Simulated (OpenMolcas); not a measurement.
S+: effect of the basis set

| Quantity | Value |
| --- | --- |
| Program | OpenMolcas |
| Method | RASSCF |
| Active space | 3 electrons in 9 orbitals (RAS2 3p; RAS3 3d 4s, at most 1 electron) |
| State averaging | 2S+1 = 4 odd, 1 root; 2S+1 = 2 odd, 8 roots; 2S+1 = 4 even, 18 roots; 2S+1 = 2 even, 54 roots |
| Spin-orbit coupling | state interaction with AMFI integrals over the reference wave functions, term energies averaged over their components |

A. ANO-RCC-VQZP [6s5p3d2f1g], DKH2, point nucleus; cost roughly 40 core-seconds
B. ANO-R3 [6s5p4d3f1g], X2C, finite nucleus; cost of the order of 40 core-seconds
C. ANO-RCC [8s7p5d4f2g], DKH2, point nucleus; cost about 50 core-seconds

Energies in cm-1 above 3s2 3p3 4S* 3/2, the measured ground level; measured values from NIST Handbook of Basic Atomic Spectroscopic Data.

```tsv
Level	A	B	C	Measured
3s2 3p3 4S* 3/2	0.0	0.0	0.0	0.0
3s2 3p3 2D* 3/2	19229	19239	19230	14853
3s2 3p3 2D* 5/2	19247	19257	19248	14885
3s2 3p3 2P* 1/2	31900	31918	31903	24525
3s2 3p3 2P* 3/2	31924	31942	31927	24572
3s2 3p2 3d 4F 3/2	110449	116059	109500	110177
3s2 3p2 3d 4F 5/2	110579	116190	109632	110313
3s2 3p2 3d 4F 7/2	110763	116374	109819	110509
3s2 3p2 3d 4F 9/2	111003	116613	110063	110767
3s2 3p2 4s 4P 1/2	112561	110266	109463	109561
3s2 3p2 4s 4P 3/2	112795	110499	109701	109832
3s2 3p2 4s 4P 5/2	113176	110880	110091	110269
3s2 3p2 3d 4D 1/2	115490	121801	114221	114162
3s2 3p2 3d 4D 3/2	115536	121846	114265	114201
3s2 3p2 3d 4D 5/2	115610	121912	114329	114231
3s2 3p2 3d 4D 7/2	115697	121987	114423	114279
3s2 3p2 3d 2P 1/2(1)	116937	125811	119123	
3s2 3p2 3d 2P 3/2(1)	116964	125346	118808	
3s2 3p2 3d 2F 5/2(1)	119175	123725	119385	114804
3s2 3p2 3d 2F 7/2(1)	119581	124120	119816	115286
3s2 3p2 4s 2P 3/2	120965	115736	113577	113462
3s2 3p2 4s 2P 1/2	120984	115279	113231	112938
3s2 3p2 4s 2D 5/2	127894	125512	124371	121530
3s2 3p2 4s 2D 3/2	127894	125518	124370	121529
```

Deviations, from unrounded energies. A percentage is the sum of absolute deviations over the sum of measured energies, with the sign that they share, or ± where signs differ.

| Against measurement | Levels | A | B | C |
| --- | --- | --- | --- | --- |
| mean absolute deviation (cm-1) | 21 | 3600 | 5200 | 2000 |
| other terms of the ground configuration (%) | 4 | +29.8 | +29.8 | +29.8 |
| other configurations (%) | 17 | +2.7 | +4.5 | ±1.0 |

C lies closest to measurement on these levels and B furthest from it. The largest miss of C in the table is 3s2 3p3 2P* 1/2, by +7400 cm-1. The ranking rests on the paired levels alone, and a cruder setting can come out closer through cancelling errors.

Among A to C the level of the table that moves most is 3s2 3p2 3d 2P 1/2(1), by 8900 cm-1 (lowest in A, highest in B).

Without dynamic correlation excited terms often stand tens of per cent too high (terms of higher spin than the ground term too low), and those without a measured partner can miss by more than the paired ones. ANO sets are built for valence states and can reach diffuse excited orbitals poorly, and with the s shell closed the s pⁿ⁺¹ terms that mix with these levels are absent. With the s shell closed, the reference lacks s² → p² mixing. Computed and measured levels are paired by configuration, term and J; levels that our copy of the source lacks, or whose pairing is in doubt (as where it misses far off the trend of its configuration), stay unpaired and out of the deviations. Levels of configurations outside the active space are missing. The table leaves out levels that lie high or whose names do not pair safely across all columns.

A number in round brackets counts repeated terms of one configuration in the order of the reference energies. * marks odd parity.
